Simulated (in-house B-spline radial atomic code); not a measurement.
## Ionising the thulium ion Tm³⁺ with different functionals

Computed with a B-spline radial code for spherical atoms: four-component Dirac-Coulomb Hamiltonian, Fermi nucleus of rms radius 5.2256 fm, spin-restricted, spherical fractional occupations for the functionals. The ionisation energy is the difference of two self-consistent energies, [Xe] 4f12 → [Xe] 4f11, without Breit or QED terms; ε is the level of the shell that loses the electron (mean over j). The electron is taken from both j subshells in proportion to 2j + 1, so the result is a j average, not the step between ground levels.

Hybrids are left out here: with spherical fractional occupations of an open shell their exact exchange keeps a self-interaction that integer-occupation calculations don't have.

```json
{"method": "LDA VWN5", "rung": "LDA", "ΔSCF (eV)": "46.31", "-ε(4f) (eV)": "36.04"}
{"method": "relativistic LDA", "rung": "LDA", "ΔSCF (eV)": "46.48", "-ε(4f) (eV)": "36.19"}
{"method": "LDA PW92", "rung": "LDA", "ΔSCF (eV)": "46.30", "-ε(4f) (eV)": "36.03"}
{"method": "LDA exchange-only", "rung": "LDA", "ΔSCF (eV)": "44.42", "-ε(4f) (eV)": "34.21"}
{"method": "PBE", "rung": "GGA", "ΔSCF (eV)": "45.93", "-ε(4f) (eV)": "35.67"}
{"method": "PBEsol", "rung": "GGA", "ΔSCF (eV)": "45.99", "-ε(4f) (eV)": "35.72"}
{"method": "BLYP", "rung": "GGA", "ΔSCF (eV)": "45.74", "-ε(4f) (eV)": "35.50"}
{"method": "RPBE", "rung": "GGA", "ΔSCF (eV)": "45.86", "-ε(4f) (eV)": "35.60"}
{"method": "PW91", "rung": "GGA", "ΔSCF (eV)": "46.04", "-ε(4f) (eV)": "35.77"}
{"method": "BP86", "rung": "GGA", "ΔSCF (eV)": "46.04", "-ε(4f) (eV)": "35.77"}
{"method": "AM05", "rung": "GGA", "ΔSCF (eV)": "46.04", "-ε(4f) (eV)": "35.77"}
{"method": "OLYP", "rung": "GGA", "ΔSCF (eV)": "46.45", "-ε(4f) (eV)": "36.11"}
```

Problem. How do they compare with the NIST value?

Solution. NIST lists 42.41 eV ± 0.04 (semi-empirical, ground level to ground level). Errors run from +2.01 to +4.07 eV. The correlated functionals all miss on the same side by more than they spread, so the cause is common to them (Breit-QED terms, spin polarisation, the choice among j levels, multiplet and fine-structure energies, or a listed next ion that isn't the cheapest removal here) and closeness doesn't rank the functionals.
